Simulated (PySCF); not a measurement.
Assigning NMR signals

Mapped SMILES: `[CH2:1]=[C:2]([CH3:3])[c:4]1[cH:5][cH:6][cH:7][cH:8][cH:9]1` (H(Xn): hydrogen on atom n). Ha(C1) is cis to C3; Hb(C1) is trans to C3.

Theoretical values (PySCF): PBE0-D3(BJ)/def2-SVP geometry, B97-2/pcSseg-1 with gauge-including orbitals. No solvent model, no relativistic terms, equivalent nuclei averaged, one computed conformer.

Shifts are taken against calculated references (same method and geometry level): 13C (σref 183.69), 1H (σref 31.38) vs TMS.

(1) Assign these signals to the numbered atoms. 13C{1H} NMR (computed): δ 148.3, 142.5, 130.5, 130.2, 127.7, 116.8, 23.7.

(2) Assign these signals to the numbered atoms. 1H NMR (300 MHz, computed): δ 7.48 (m, 2H), 7.35 (m, 2H), 7.29 (m, 1H), 5.69 (br s, 1H), 5.34 (br s, 1H), 2.16 (s, 3H).

Answers

(1) 
| δ (ppm) | atoms | environment | reason |
| --- | --- | --- | --- |
| 148.3 | C2 | fully substituted alkene carbon | an sp2 carbon of a C=C bond |
| 142.5 | C4 | substituted aromatic carbon | – |
| 130.5 | C6/C8 | aromatic CH | the aromatic region |
| 130.2 | C7 | aromatic CH | – |
| 127.7 | C5/C9 | aromatic CH | – |
| 116.8 | C1 | terminal =CH2 carbon | as expected for a trigonal carbon in a double bond |
| 23.7 | C3 | allylic methyl carbon | a saturated carbon with 1 carbon neighbour and no heteroatom attached |

C6/C8 and C7 lie closer than the usual error of such a calculation, so a measured spectrum could show them in the other order.

(2) 
```tsv
δ (ppm)	atoms	environment	reason
7.48	H(C5)/H(C9)	hydrogen on an aromatic CH	ring-current deshielding
7.35	H(C6)/H(C8)	hydrogen on an aromatic CH	–
7.29	H(C7)	hydrogen on an aromatic CH	–
5.69	Hb(C1)	hydrogen on a terminal =CH2 carbon	attached to an sp2 carbon and in the plane of the double bond
5.34	Ha(C1)	hydrogen on a terminal =CH2 carbon	–
2.16	H(C3)	hydrogen on an allylic methyl carbon	allylic position
```

H(C6)/H(C8) and H(C7) lie closer than the usual error of such a calculation, so a measured spectrum could show them in the other order.

Shifts are as computed. Against solution values, carbons near 30 ppm lie about +1 ppm off and those near 130 ppm about +2 ppm. Of 1211 compounds with measured shifts, 218 miss one by over three times the rms of a fit or turn the order of signals round; such compounds aren't used in these exercises. No couplings were computed; multiplicities are counted from neighbouring protons, with m where these are inequivalent, close in shift, in a saturated or five-membered ring or joined by F or P, and br s for small geminal =CH2 splittings.
